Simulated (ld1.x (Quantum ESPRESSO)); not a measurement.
# tellurium (Te): one change to a TM potential, before and after

ld1.x (Quantum ESPRESSO) 7.5 input, shortened:

```
&input
   title='Te', zed=52., rel=1, dft='PZ', iswitch=3,
   config='[Kr] 4d10 5s2 5p1'
 /
 &inputp
   pseudotype=2, tm=.true., lloc=0,
   nlcc=.false.
 /
3
5P  2  1   1.00   0.00  1.75  1.75  0.0
4D  3  2  10.00   0.00  1.60  1.60  0.0
5S  1  0   2.00   0.00  1.50  1.50  0.0
 &test
   configts(1)='4d10 5s2 5p1'
 /
```

Change: functional PBE.

Cutoffs: the cutoffs (Ry, on a coarse ladder) from which the occupation-weighted sum of valence levels, in a spherical-Bessel basis at the reference potential, stays within 10 and 1 mRy of its value at 400 Ry; they do not see the model core or the augmentation charge, which bear on the density cutoff. Errors are all-electron minus pseudo energies relative to the spin-unpolarised reference configuration.

Problem. Predict the effect on cutoff, ghosts and configuration errors.

Solution. The potential gets neither clearly harder nor softer (90 Ry and 160 Ry → 90 Ry and 160 Ry); the number of tests with a reliable result goes from 9 to 7; of the 7 tests that both files solve, the error grows in 2 and shrinks in 0 by more than 15 % and 0.3 meV (median size 37.8 → 41.7 meV); neither file shows a bound ghost.

```csv
quantity,base,changed
"cutoff, loose",90 Ry,90 Ry
"cutoff, tight",160 Ry,160 Ry
bound ghosts,none,none
"error for 4d10 5s2 5p4, meV [ΔE -55.32 → -54.55 eV]",+59,+63
"error for 4d10 5s2 5p3, meV [ΔE -45.41 → -44.82 eV]",+38,+42
"error for 4d10 5s2 5p2, meV [ΔE -27.23 → -26.90 eV]",+15,+17
"error for 4d10 5s2 5p3.5, meV [ΔE -51.34 → -50.65 eV]",+49,+53
"error for 4d10 5s1 5p4, meV [ΔE -35.48 → -34.98 eV]",+25,+29
"error for 4d10 5s0 5p6, meV [ΔE -36.41 → -35.85 eV]",+25,+31
"error for 4d10 5s1 5p5, meV [ΔE -45.97 → -45.30 eV]",+41,+47
s: phases at 1.90 bohr within 0.05 rad from the reference energy up to (Ry; the scan ends near 5),0.0,0.1
p: phases at 1.90 bohr within 0.05 rad from the reference energy up to (Ry; the scan ends near 5),to the end of the scan,to the end of the scan
d: phases at 1.90 bohr within 0.05 rad from the reference energy up to (Ry; the scan ends near 5),-2.1,-2.0
```
